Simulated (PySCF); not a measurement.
F₅Nb, SMILES [Nb]([F])([F])([F])([F])[F] (connectivity only; charge and spin as stated), charge +1, multiplicity 2. Atoms are numbered in the order given.

```xyz
6

Nb     0.0000     0.0000    -0.1430
F      1.4620     0.0000    -1.1797
F     -1.4620     0.0000    -1.1797
F      0.0000     0.0000     1.9332
F      0.0000     1.7223     0.5389
F      0.0000    -1.7223     0.5389
```
Charge +1, spin multiplicity 2.

The structure is a stationary point at r2SCAN-D4/def2-SVP. The geometry has at least one imaginary mode, so it is a saddle point at that level. The multiplicity is an assumed one; no other spin state was optimised. The isomer is the one that the SMILES or the coordinates give; other isomers of the formula were not compared. The def2 effective core potentials stand for the cores of Nb; spin–orbit coupling is left out.

These are PySCF with PBE/def2-TZVP values and carry that method's errors.

Gas-phase values at a fixed geometry.

```
Property                                                           Result
------------------------------------------------  -----------------------
total energy                                           -555.83830 hartree
point group                                                           C2v
α spin, highest occupied and lowest empty level      -17.38 and -10.87 eV
β spin, highest occupied and lowest empty level      -16.92 and -15.90 eV
dipole moment about the centre of nuclear charge                   0.29 D
mean static polarisability                           43.8 bohr³ (6.49 Å³)
polarisability, principal values                   34.7, 46.2, 50.5 bohr³
⟨S²⟩                                              0.753 (pure state 0.75)
```
